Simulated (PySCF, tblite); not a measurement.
C4H11NP2.
Atom-mapped SMILES: `[CH2:1]=[CH:2][CH2:3][P@@:4]([CH3:5])(=[NH:6])[PH2:7]` (hydrogens: H8, H9 on C1; H10 on C2; H11, H12 on C3; H13, H14, H15 on C5; H16 on N6; H17, H18 on P7)

Computed geometry: GFN2-xTB, gas phase.

Q: Give the optimised bond lengths and angles.

A: 
```tsv
bond	length (Å)
C1=C2	1.322
C2–C3	1.483
C3–P4	1.874
P4–C5	1.824
P4=N6	1.560
P4–P7	2.219
C1–H8	1.078
C1–H9	1.077
C2–H10	1.085
C3–H11	1.093
C3–H12	1.095
C5–H13, C5–H14, C5–H15	1.088
N6–H16	1.010
P7–H17, P7–H18	1.390
```

Bonds in one row agree within 0.01 Å and their mean is given. A selection of angles:
```tsv
angle	degrees
C2–C1–H8	121.7
C2–C1–H9	122.0
H8–C1–H9	116.3
C1–C2–C3	124.6
C1–C2–H10	120.2
C3–C2–H10	115.2
C2–C3–P4	112.1
C2–C3–H11	112.5
C2–C3–H12	111.2
P4–C3–H11	106.1
P4–C3–H12	105.7
H11–C3–H12	108.9
C3–P4–C5	103.5
C3–P4–N6	118.2
C3–P4–P7	101.2
C5–P4–N6	105.9
C5–P4–P7	108.3
N6–P4–P7	118.5
P4–C5–H13	111.2
P4–C5–H14	108.6
P4–C5–H15	106.8
H13–C5–H14	110.6
H14–C5–H15	108.8
P4–N6–H16	115.6
P4–P7–H17	89.3
P4–P7–H18	93.9
H17–P7–H18	93.0
```

Torsions: C1–C2–C3–P4 -106° (anticlinal); C2–C3–P4–C5 65° (synclinal); H16–N6–P4–C3 67° (synclinal).

The 2 C–C bonds span 1.322 Å (C1=C2, drawn double) to 1.483 Å (C2–C3, drawn single), a spread of 0.161 Å. P4 (phosphorus bonded to 2 C, N and P) is distorted tetrahedral (angles from 101.2° to 118.5°). Of the pairs four or more bonds apart, P7···H10 is among the closest relative to their van der Waals radii: 2.87 Å, 96 % of the sum of Bondi's values. P7 (three-coordinate phosphorus) is pyramidal (angles 93.9°, 93.0° and 89.3°, sum 276.2°, 0.87 Å off the plane of its three neighbours). The C–P distances run from 1.824 Å (P4–C5, drawn single) to 1.874 Å (C3–P4, drawn single), a spread of 0.050 Å.

Point group: C1 (no symmetry element, even within 0.4 Å). Its GFN2-xTB frequencies are all real (lowest 47 cm⁻¹). The numbers are those of one conformer (C1–C2–C3–P4 -106°, C2–C3–P4–C5 65°, C3–P4–P7–H 180° and 87°). 3 starts were optimised and ended at 0.00, 0.12 and 0.83 kcal/mol (GFN2-xTB); the lowest of these is shown.
